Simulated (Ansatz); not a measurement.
Mulliken charges of `[Cl][Sn]([Br])([Br])[Br]` from ωB97M-V/def2-TZVPP in Ansatz (PBE0-D4/def2-TZVP geometry).

```json
{"atom": "Cl1", "x (Å)": "-0.868", "y (Å)": "-0.155", "z (Å)": "2.126", "charge (e)": "-0.260"}
{"atom": "Sn2", "x (Å)": "0.004", "y (Å)": "-0.016", "z (Å)": "0.005", "charge (e)": "0.907"}
{"atom": "Br3", "x (Å)": "2.018", "y (Å)": "-1.392", "z (Å)": "-0.112", "charge (e)": "-0.216"}
{"atom": "Br4", "x (Å)": "-1.658", "y (Å)": "-0.827", "z (Å)": "-1.589", "charge (e)": "-0.216"}
{"atom": "Br5", "x (Å)": "0.554", "y (Å)": "2.316", "z (Å)": "-0.472", "charge (e)": "-0.216"}
```

Problem. By hand: the dipole of these point charges (1 e Å = 4.8032 D).

Solution. Σ q r = (0.032, 0.005, -0.079) e Å, of length 0.085 e Å = 0.41 D.

Problem. How does the dipole of the full density compare? (Best estimate.)

Solution. Ansatz gave: (0.034, 0.005, -0.082) e Å, 0.43 D; the point charges give 0.95 times that, at 0° from its direction.

Point charges leave out the atoms' own dipoles, such as those of lone pairs, and Mulliken's split depends on the basis, so the close match here is no proof of good charges.
